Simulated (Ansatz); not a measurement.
Ansatz (a first-principles code) input file for H8N2Si3, SMILES [SiH]1([SiH2]N[SiH2]1)N, PBE-D3(BJ)/def2-SVP. 

Ansatz 0.2 input:
```yaml
crystal:
  periodic: [false, false, false]
  atoms:
    - {symbol: N, position_ang: [2.34351584, 0.02727874, 1.04192962]}
    - {symbol: Si, position_ang: [1.07283426, -0.42694181, -0.05378199]}
    - {symbol: Si, position_ang: [-1.07160275, -0.87704398, 0.83955706]}
    - {symbol: N, position_ang: [-1.69267503, 0.29801297, -0.31545430]}
    - {symbol: Si, position_ang: [-0.37538090, 1.09173697, -1.18256765]}
    - {symbol: H, position_ang: [2.15575180, 0.71588644, 1.76477287]}
    - {symbol: H, position_ang: [3.29042285, 0.13077420, 0.68821912]}
    - {symbol: H, position_ang: [1.63088072, -1.47954674, -0.95285217]}
    - {symbol: H, position_ang: [-1.66650276, -2.24110811, 0.67256083]}
    - {symbol: H, position_ang: [-1.28378562, -0.49933715, 2.27520619]}
    - {symbol: H, position_ang: [-2.67941941, 0.50562746, -0.45069646]}
    - {symbol: H, position_ang: [-0.23074274, 2.54903074, -0.85632583]}
    - {symbol: H, position_ang: [-0.53439933, 1.01311492, -2.67111597]}
basis:
  gaussian:
    orbitals: def2-SVP
hamiltonian:
  xc: pbe
  dispersion: d3bj
relax: {f_tol: 0.002, max_steps: 200}
```

Program output:

```
WARN ansatz: RAYON_NUM_THREADS=2 ignored (pool sized by the plan → 2); use --threads N
Functional definition: PBE
integrals: 0.07 GiB planned
1396 factors; their error is unknown
mean field: 0.38 GiB planned
mean field evaluation 1: about -26704.4196 eV, gradient 8.3e1 eV
mean field evaluation 2: about -26634.6958 eV, gradient 1.7e2 eV
mean field evaluation 4: about -26718.1758 eV, gradient 1.5e1 eV
mean field evaluation 8: about -26718.7512 eV, gradient 2.4e-1 eV
mean field evaluation 16: about -26718.6359 eV, gradient 1.9e-3 eV
mean field -26718.63591198 eV, -981.8917592234 hartree, gradient 4.2e-5 eV, S^2 0.000000; 0 other end points of the search recorded, 0 dependent functions left out
the calculation of the forces begins
reference -26718.63595778 eV, -981.8917609064 hartree; 32, 32 occupied and 90, 90 virtual orbitals, 1396 factors
relax step   1: F+E_penalty+E_count = -26718.98743030 eV  Δ(F+E_penalty+E_count) = +0.000e0 eV  max|allowed force component| = 3.183e-1 eV/Å  Δτ_max = 0.0000 Å  (29 SCF iters, accepted)
these checks for a lower state are left out or cut short: starts, cluster_reference, orbital_swaps, neighbouring_geometries, increment
integrals: 0.07 GiB planned
1396 factors; their error is unknown
mean field: 0.38 GiB planned
mean field -26718.65119219 eV, -981.8923207609 hartree, gradient 1.0e-5 eV, S^2 0.000000; 0 other end points of the search recorded, 0 dependent functions left out
the calculation of the forces begins
reference -26718.65123825 eV, -981.8923224535 hartree; 32, 32 occupied and 90, 90 virtual orbitals, 1396 factors
relax step   2: F+E_penalty+E_count = -26719.00130133 eV  Δ(F+E_penalty+E_count) = -1.387e-2 eV  max|allowed force component| = 1.323e-1 eV/Å  Δτ_max = 0.0296 Å  (29 SCF iters, accepted)
these checks for a lower state are left out or cut short: starts, cluster_reference, orbital_swaps, neighbouring_geometries, increment
integrals: 0.07 GiB planned
1396 factors; their error is unknown
mean field: 0.38 GiB planned
mean field evaluation 32: about -26718.6537 eV, gradient 1.1e-3 eV
mean field -26718.65366699 eV, -981.8924117079 hartree, gradient 1.0e-5 eV, S^2 0.000000; 0 other end points of the search recorded, 0 dependent functions left out
the calculation of the forces begins
reference -26718.65371307 eV, -981.8924134013 hartree; 32, 32 occupied and 90, 90 virtual orbitals, 1396 factors
relax step   3: F+E_penalty+E_count = -26719.00328576 eV  Δ(F+E_penalty+E_count) = -1.984e-3 eV  max|allowed force component| = 6.245e-2 eV/Å  Δτ_max = 0.0244 Å  (30 SCF iters, accepted)
these checks for a lower state are left out or cut short: starts, cluster_reference, orbital_swaps, neighbouring_geometries, increment
integrals: 0.07 GiB planned
1396 factors; their error is unknown
mean field: 0.38 GiB planned
mean field -26718.65394242 eV, -981.8924218298 hartree, gradient 1.0e-5 eV, S^2 0.000000; 0 other end points of the search recorded, 0 dependent functions left out
the calculation of the forces begins
reference -26718.65398845 eV, -981.8924235214 hartree; 32, 32 occupied and 90, 90 virtual orbitals, 1396 factors
relax step   4: F+E_penalty+E_count = -26719.00378549 eV  Δ(F+E_penalty+E_count) = -4.997e-4 eV  max|allowed force component| = 7.757e-2 eV/Å  Δτ_max = 0.0188 Å  (29 SCF iters, accepted)
these checks for a lower state are left out or cut short: starts, cluster_reference, orbital_swaps, neighbouring_geometries, increment
integrals: 0.07 GiB planned
1396 factors; their error is unknown
mean field: 0.38 GiB planned
mean field -26718.65441589 eV, -981.8924392295 hartree, gradient 1.0e-5 eV, S^2 0.000000; 0 other end points of the search recorded, 0 dependent functions left out
the calculation of the forces begins
reference -26718.65446195 eV, -981.8924409223 hartree; 32, 32 occupied and 90, 90 virtual orbitals, 1396 factors
relax step   5: F+E_penalty+E_count = -26719.00423639 eV  Δ(F+E_penalty+E_count) = -4.509e-4 eV  max|allowed force component| = 1.974e-2 eV/Å  Δτ_max = 0.0065 Å  (31 SCF iters, accepted)
these checks for a lower state are left out or cut short: starts, cluster_reference, orbital_swaps, neighbouring_geometries, increment
integrals: 0.07 GiB planned
1396 factors; their error is unknown
mean field: 0.38 GiB planned
mean field -26718.65446180 eV, -981.8924409167 hartree, gradient 1.1e-5 eV, S^2 0.000000; 0 other end points of the search recorded, 0 dependent functions left out
the calculation of the forces begins
reference -26718.65450786 eV, -981.8924426092 hartree; 32, 32 occupied and 90, 90 virtual orbitals, 1396 factors
relax step   6: F+E_penalty+E_count = -26719.00433936 eV  Δ(F+E_penalty+E_count) = -1.030e-4 eV  max|allowed force component| = 9.307e-3 eV/Å  Δτ_max = 0.0041 Å  (23 SCF iters, accepted)
these checks for a lower state are left out or cut short: starts, cluster_reference, orbital_swaps, neighbouring_geometries, increment
integrals: 0.07 GiB planned
1396 factors; their error is unknown
mean field: 0.38 GiB planned
mean field -26718.65443913 eV, -981.8924400835 hartree, gradient 1.1e-5 eV, S^2 0.000000; 0 other end points of the search recorded, 0 dependent functions left out
the calculation of the forces begins
reference -26718.65448517 eV, -981.8924417756 hartree; 32, 32 occupied and 90, 90 virtual orbitals, 1396 factors
relax step   7: F+E_penalty+E_count = -26719.00438934 eV  Δ(F+E_penalty+E_count) = -4.998e-5 eV  max|allowed force component| = 9.534e-3 eV/Å  Δτ_max = 0.0057 Å  (23 SCF iters, accepted)
these checks for a lower state are left out or cut short: starts, cluster_reference, orbital_swaps, neighbouring_geometries, increment
integrals: 0.07 GiB planned
1396 factors; their error is unknown
mean field: 0.38 GiB planned
mean field evaluation 64: about -26718.6544 eV, gradient 4.7e-4 eV
mean field -26718.65443499 eV, -981.8924399313 hartree, gradient 7.6e-6 eV, S^2 0.000000; 0 other end points of the search recorded, 0 dependent functions left out
the calculation of the forces begins
reference -26718.65448102 eV, -981.8924416231 hartree; 32, 32 occupied and 90, 90 virtual orbitals, 1396 factors
relax step   8: F+E_penalty+E_count = -26719.00441127 eV  Δ(F+E_penalty+E_count) = -2.193e-5 eV  max|allowed force component| = 6.749e-3 eV/Å  Δτ_max = 0.0047 Å  (23 SCF iters, accepted)
these checks for a lower state are left out or cut short: starts, cluster_reference, orbital_swaps, neighbouring_geometries, increment
integrals: 0.07 GiB planned
1396 factors; their error is unknown
mean field: 0.38 GiB planned
mean field -26718.65441336 eV, -981.8924391364 hartree, gradient 1.3e-5 eV, S^2 0.000000; 0 other end points of the search recorded, 0 dependent functions left out
the calculation of the forces begins
reference -26718.65445938 eV, -981.8924408278 hartree; 32, 32 occupied and 90, 90 virtual orbitals, 1396 factors
relax step   9: F+E_penalty+E_count = -26719.00442102 eV  Δ(F+E_penalty+E_count) = -9.756e-6 eV  max|allowed force component| = 6.399e-3 eV/Å  Δτ_max = 0.0061 Å  (23 SCF iters, accepted)
these checks for a lower state are left out or cut short: starts, cluster_reference, orbital_swaps, neighbouring_geometries, increment
integrals: 0.07 GiB planned
1396 factors; their error is unknown
mean field: 0.38 GiB planned
mean field -26718.65442357 eV, -981.8924395118 hartree, gradient 7.3e-6 eV, S^2 0.000000; 0 other end points of the search recorded, 0 dependent functions left out
the calculation of the forces begins
reference -26718.65446960 eV, -981.8924412034 hartree; 32, 32 occupied and 90, 90 virtual orbitals, 1396 factors
relax step  10: F+E_penalty+E_count = -26719.00442724 eV  Δ(F+E_penalty+E_count) = -6.215e-6 eV  max|allowed force component| = 3.094e-3 eV/Å  Δτ_max = 0.0019 Å  (22 SCF iters, accepted)
these checks for a lower state are left out or cut short: starts, cluster_reference, orbital_swaps, neighbouring_geometries, increment
integrals: 0.07 GiB planned
1396 factors; their error is unknown
mean field: 0.38 GiB planned
mean field -26718.65443121 eV, -981.8924397927 hartree, gradient 1.0e-5 eV, S^2 0.000000; 0 other end points of the search recorded, 0 dependent functions left out
the calculation of the forces begins
reference -26718.65447725 eV, -981.8924414843 hartree; 32, 32 occupied and 90, 90 virtual orbitals, 1396 factors
relax step  11: F+E_penalty+E_count = -26719.00442866 eV  Δ(F+E_penalty+E_count) = -1.418e-6 eV  max|allowed force component| = 1.239e-3 eV/Å  Δτ_max = 0.0008 Å  (21 SCF iters, accepted)
integrals: 0.07 GiB planned
1396 factors; their error is unknown
mean field: 0.38 GiB planned
mean field evaluation 96: about -26718.7720 eV, gradient 7.2e-2 eV
mean field -26718.65443121 eV, -981.8924397927 hartree, gradient 1.0e-5 eV, S^2 0.000000; 1 other end points of the search recorded, 0 dependent functions left out
the calculation of the forces begins
reference -26718.65447725 eV, -981.8924414843 hartree; 32, 32 occupied and 90, 90 virtual orbitals, 1396 factors
Total energy: -26719.00447469 eV, -981.9053036531 hartree
Atom 0 at     2.360236    -0.001970     1.060546 Å, force     0.001239     0.000521     0.001163 eV/Å
Atom 1 at     1.073718    -0.423850    -0.048175 Å, force    -0.000182     0.000428    -0.000057 eV/Å
Atom 2 at    -1.072470    -0.873498     0.845876 Å, force    -0.000005    -0.000080    -0.000131 eV/Å
Atom 3 at    -1.703389     0.281033    -0.337231 Å, force    -0.000024    -0.000288    -0.000001 eV/Å
Atom 4 at    -0.374534     1.099234    -1.180634 Å, force     0.000326    -0.000101    -0.000104 eV/Å
Atom 5 at     2.167539     0.718341     1.762154 Å, force    -0.000043    -0.000427    -0.000502 eV/Å
Atom 6 at     3.296822     0.136496     0.670135 Å, force    -0.000612    -0.000353    -0.000268 eV/Å
Atom 7 at     1.623351    -1.487715    -0.961686 Å, force    -0.000049     0.000114    -0.000050 eV/Å
Atom 8 at    -1.670374    -2.254461     0.703083 Å, force    -0.000180     0.000039     0.000075 eV/Å
Atom 9 at    -1.284166    -0.470950     2.290052 Å, force    -0.000131    -0.000037     0.000036 eV/Å
Atom 10 at    -2.698195     0.473998    -0.489449 Å, force    -0.000147    -0.000070     0.000076 eV/Å
Atom 11 at    -0.234719     2.566253    -0.829745 Å, force    -0.000084     0.000082    -0.000179 eV/Å
Atom 12 at    -0.524924     1.044573    -2.685475 Å, force    -0.000108     0.000171    -0.000057 eV/Å
Dipole moment:     0.154381     0.195819     0.068255 e Å
```

The calculation finished and met its thresholds.
